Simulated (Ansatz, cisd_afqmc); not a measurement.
System: Co, charge 1, triplet.

Quantity: quintet-triplet gap (Co+ (quintet) against Co+ (triplet), E(quintet) - E(triplet)), in eV. Open shells are spin-unrestricted; no spin-orbit coupling. The -DK rows use spin-free X2C, correlate 3s3p of the metal (1s2s2p frozen) and give its partners the cc-pVXZ-DK valence sets. AFQMC/CISD: phaseless, guided by CISD from CCSD amplitudes; bars are statistical, one sigma. Outlying blocks are dropped, and bars are widened where a walk drifts. Over all cases where full CI ran beside it in this data, AFQMC minus full CI had a median of +0.1 mEh and passed +0.4 mEh in a tenth of the cases. CBS(X,Y): correlation extrapolated as X^-3, Hartree-Fock from the larger set. A bracket is a step between two methods taken in the basis named. Functionals run without relativity, which enters their misses. Open-shell metal atoms are single determinants, not pure terms.

```csv
level,program,quintet-triplet gap (eV),difference against the last row
r2SCAN/def2-TZVPD,Ansatz,0.60,0.21
B3LYP/def2-TZVPD,Ansatz,0.74,0.35
wB97M-V/def2-TZVPD,Ansatz,1.01,0.62
MP2/cc-pwCVTZ-DK,Ansatz,0.96,0.57
MP2/aug-cc-pwCVQZ-DK,Ansatz,1.10,0.71
MP2/cc-pwCVQZ-DK,Ansatz,1.08,0.69
"MP2/CBS(aug-cc-pwCVTZ-DK,aug-cc-pwCVQZ-DK)",Ansatz,1.16,0.77
CCSD/aug-cc-pwCVQZ-DK,Ansatz,0.19,-0.20
CCSD/cc-pwCVQZ-DK,Ansatz,0.18,-0.21
"CCSD(T)/CBS(aug-cc-pwCVTZ-DK,aug-cc-pwCVQZ-DK)",Ansatz,0.39,0.00
"CCSD(T)/CBS(cc-pwCVTZ-DK,cc-pwCVQZ-DK)",Ansatz,0.39,0.00
AFQMC/CISD/cc-pwCVTZ-DK,cisd_afqmc,0.21 ± 0.02,-0.18
"CCSD(T)/CBS(cc-pwCVTZ-DK,cc-pwCVQZ-DK) + [AFQMC/CISD - CCSD(T)]/cc-pwCVTZ-DK",Ansatz + cisd_afqmc,0.40 ± 0.02,0.01
"CCSD(T)/CBS(cc-pwCVTZ-DK,cc-pwCVQZ-DK) + [CCSDT(Q) - CCSD(T)]/cc-pwCVTZ-DK",Ansatz,0.39,0.00
```

Ansatz is a first-principles code.
